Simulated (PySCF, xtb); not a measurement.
cyclopenta-2,4-dien-1-one (C5H4O), SMILES O=C1C=CC=C1.

xtb with GFN2-xTB at its own geometry gives an orbital gap of 2.02 eV and a dipole moment of 3.21 D.

The structure is a stationary point at PBE0-D3(BJ)/def2-SVP.

Question: What does PBE/def2-TZVP in PySCF give? (Estimate from the structure and the level; the computed values follow.)

Answer: gap 2.15 eV (levels -6.01 and -3.86 eV), dipole 3.04 D.
